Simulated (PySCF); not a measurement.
AlF3, singlet, geometry from GFN2-xTB (such geometries of metal compounds can be far from the true shape); CCSD(T)/def2-SVP in PySCF.

The PySCF input:
```python
from pyscf import gto, scf, cc

mol = gto.M(
    atom='''
Al    0.000000   -0.000000   -0.000000
F    -0.020933    1.630854    0.037916
F     1.423183   -0.797103   -0.027175
F    -1.402250   -0.833751   -0.010741
''',
    basis='def2-svp',
    charge=0,
    spin=0,
    verbose=4,
    max_memory=1800,
)

mf = scf.RHF(mol)
mf.kernel()

mycc = cc.CCSD(mf, frozen=8)
mycc.kernel()
et = mycc.ccsd_t()
print('E(CCSD(T)) = %.10f' % (mycc.e_tot + et))
```

Output, abridged:

```
PySCF version 2.14.0

[INPUT] verbose = 4
[INPUT] num. atoms = 4
[INPUT] num. electrons = 40
[INPUT] charge = 0
[INPUT] spin (= nelec alpha-beta = 2S) = 0
[INPUT] symmetry False subgroup None
[INPUT] Mole.unit = angstrom
[INPUT] Symbol           X                Y                Z      unit          X                Y                Z       unit  Magmom
[INPUT]  1 Al     0.000000000000   0.000000000000   0.000000000000 AA    0.000000000000   0.000000000000   0.000000000000 Bohr   0.0
[INPUT]  2 F     -0.020933000000   1.630854000000   0.037916000000 AA   -0.039557636966   3.081867409151   0.071650855739 Bohr   0.0
[INPUT]  3 F      1.423183000000  -0.797103000000  -0.027175000000 AA    2.689426095137  -1.506306363069  -0.051353307435 Bohr   0.0
[INPUT]  4 F     -1.402250000000  -0.833751000000  -0.010741000000 AA   -2.649868458171  -1.575561046082  -0.020297548304 Bohr   0.0

nuclear repulsion = 159.358870839521
number of shells = 26
number of NR pGTOs = 108
number of NR cGTOs = 60
basis = def2-svp
ecp = {}

******** <class 'pyscf.scf.hf.RHF'> ********
method = RHF
initial guess = minao
damping factor = 0
level_shift factor = 0
DIIS = <class 'pyscf.scf.diis.CDIIS'>
diis_start_cycle = 1
diis_space = 8
diis_damp = 0
SCF conv_tol = 1e-09
SCF conv_tol_grad = None
SCF max_cycles = 50
direct_scf = True
direct_scf_tol = 1e-13
Set gradient conv threshold to 3.16228e-05
Initial guess from minao.
init E= -539.851872758788
  HOMO = -0.681358510408851  LUMO = -0.0746789747683398  gap/eV = 16.50859
cycle= 1 E= -540.029782856467  delta_E= -0.178  |g|= 0.784  |ddm|= 2.04
  HOMO = -0.551458695023711  LUMO = 0.0499306048384112  gap/eV = 16.36464
cycle= 2 E= -540.104611532482  delta_E= -0.0748  |g|= 0.469  |ddm|= 0.78
  HOMO = -0.637161317089486  LUMO = 0.0533021963115714  gap/eV = 18.78847
cycle= 3 E= -540.138809096762  delta_E= -0.0342  |g|= 0.031  |ddm|= 0.281
  HOMO = -0.629887853243628  LUMO = 0.0581981961475488  gap/eV = 18.72378
cycle= 4 E= -540.139102862648  delta_E= -0.000294  |g|= 0.00537  |ddm|= 0.0341
  HOMO = -0.630028399496326  LUMO = 0.0579092474533613  gap/eV = 18.71974
cycle= 5 E= -540.13912050501  delta_E= -1.76e-05  |g|= 0.00145  |ddm|= 0.00929
  HOMO = -0.630034443012153  LUMO = 0.0577719100233471  gap/eV = 18.71616
cycle= 6 E= -540.139121930051  delta_E= -1.43e-06  |g|= 0.000253  |ddm|= 0.00274
  HOMO = -0.630056156727455  LUMO = 0.0577678911614781  gap/eV = 18.71665
cycle= 7 E= -540.139121962598  delta_E= -3.25e-08  |g|= 3.11e-05  |ddm|= 0.000366
  HOMO = -0.630056594647313  LUMO = 0.0577684402269494  gap/eV = 18.71667
cycle= 8 E= -540.139121962933  delta_E= -3.35e-10  |g|= 3.31e-06  |ddm|= 4.17e-05
  HOMO = -0.630056633488708  LUMO = 0.0577684958489755  gap/eV = 18.71668
Extra cycle  E= -540.139121962938  delta_E= -5.8e-12  |g|= 1.12e-06  |ddm|= 5.24e-06
converged SCF energy = -540.139121962938

******** <class 'pyscf.cc.ccsd.CCSD'> ********
CC2 = 0
CCSD nocc = 12, nmo = 52
frozen orbitals 8
max_cycle = 50
direct = 0
conv_tol = 1e-07
conv_tol_normt = 1e-05
diis_space = 6
diis_start_cycle = 0
diis_start_energy_diff = 1e+09
Init t2, MP2 energy = -540.755543809017  E_corr(MP2) -0.616421846078056
Init E_corr(CCSD) = -0.616421846078477
cycle = 1  E_corr(CCSD) = -0.607430996706662  dE = 0.00899084937  norm(t1,t2) = 0.0608285
cycle = 2  E_corr(CCSD) = -0.61967621700551  dE = -0.0122452203  norm(t1,t2) = 0.0176456
cycle = 3  E_corr(CCSD) = -0.619430526386232  dE = 0.000245690619  norm(t1,t2) = 0.0107252
cycle = 4  E_corr(CCSD) = -0.62112858812656  dE = -0.00169806174  norm(t1,t2) = 0.00387535
cycle = 5  E_corr(CCSD) = -0.621119043774146  dE = 9.54435241e-06  norm(t1,t2) = 0.000604676
cycle = 6  E_corr(CCSD) = -0.621050776539927  dE = 6.82672342e-05  norm(t1,t2) = 0.000234696
cycle = 7  E_corr(CCSD) = -0.621044961159269  dE = 5.81538066e-06  norm(t1,t2) = 4.64671e-05
cycle = 8  E_corr(CCSD) = -0.621045914214449  dE = -9.5305518e-07  norm(t1,t2) = 1.57478e-05
cycle = 9  E_corr(CCSD) = -0.621046935277825  dE = -1.02106338e-06  norm(t1,t2) = 5.11232e-06
cycle = 10  E_corr(CCSD) = -0.621046921734802  dE = 1.3543023e-08  norm(t1,t2) = 1.32182e-06
CCSD converged
E(CCSD) = -540.7601688846732  E_corr = -0.6210469217348017
CCSD(T) correction = -0.00782514949544301
E(CCSD(T)) = -540.7679940342
```
